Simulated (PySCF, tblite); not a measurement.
Isomers of C6H6FO (doublet state), one GFN2-xTB conformer each. Single-point energies are computed at B3LYP/pcH-1 (PySCF, gas phase, no added dispersion term), electronic only. GFN2-xTB treats the open shell by occupation alone, and not every SCF solution was tested for stability.

```tsv
SMILES	GFN2-xTB relative energy (kJ/mol)
[CH2]c1ccc(CF)o1	0.0
O=C1[CH][C@H](F)CC=C1	67.8
O=C[C]1[C@@H](F)C12CC2	218.8
```

Conformers: `[CH2:1][c:2]1[cH:3][cH:4][c:5]([CH2:6][F:7])[o:8]1` (doublet state) with H–C1–C2–C3 180° and 0°, C4–C5–C6–F7 0°; `[O:1]=[C:2]1[CH:3][C@H:4]([F:5])[CH2:6][CH:7]=[CH:8]1` (doublet state) with O1–C2–C3–C4 174°, C2–C3–C4–F5 161°, C3–C4–C6–C7 -43°, C4–C6–C7–C8 27°; `[O:1]=[CH:2][C:3]1[C@@H:4]([F:5])[C:6]12[CH2:7][CH2:8]2` (doublet state) with O1–C2–C3–C4 -173°.

Q: What does B3LYP/pcH-1 give for the same structures?

A: 
```json
{"SMILES": "[CH2]c1ccc(CF)o1", "B3LYP/pcH-1 E (Eh)": "-407.27238", "B3LYP/pcH-1 (kJ/mol)": "0.0", "GFN2-xTB (kJ/mol)": "0.0", "point group": "Cs"}
{"SMILES": "O=C1[CH][C@H](F)CC=C1", "B3LYP/pcH-1 E (Eh)": "-407.27210", "B3LYP/pcH-1 (kJ/mol)": "0.7", "GFN2-xTB (kJ/mol)": "67.8", "point group": "C1"}
{"SMILES": "O=C[C]1[C@@H](F)C12CC2", "B3LYP/pcH-1 E (Eh)": "-407.18774", "B3LYP/pcH-1 (kJ/mol)": "222.2", "GFN2-xTB (kJ/mol)": "218.8", "point group": "C1"}
```

Both levels put the same isomer lowest; measured from each level's own lowest isomer, the values differ by up to 67.1 kJ/mol (O=C1[CH][C@H](F)CC=C1: 67.8 against 0.7). As drawn, the highest has a three-membered ring and a quaternary carbon, which the lowest lacks. Neighbours under 21 kJ/mol apart ([CH2]c1ccc(CF)o1 and O=C1[CH][C@H](F)CC=C1) can change places with a better method, another conformer or zero-point energy.

Q: What happens when harmonic zero-point energies from GFN2-xTB frequencies are added?

A: 
| SMILES | ZPE (kJ/mol) | electronic (kJ/mol) | with ZPE (kJ/mol) |
| --- | --- | --- | --- |
| [CH2]c1ccc(CF)o1 | 267.0 | 0.0 | 0.0 |
| O=C1[CH][C@H](F)CC=C1 | 267.8 | 0.7 | 1.6 |
| O=C[C]1[C@@H](F)C12CC2 | 264.0 | 222.2 | 219.3 |

The zero-point energies span 3.8 kJ/mol. The order is unchanged.
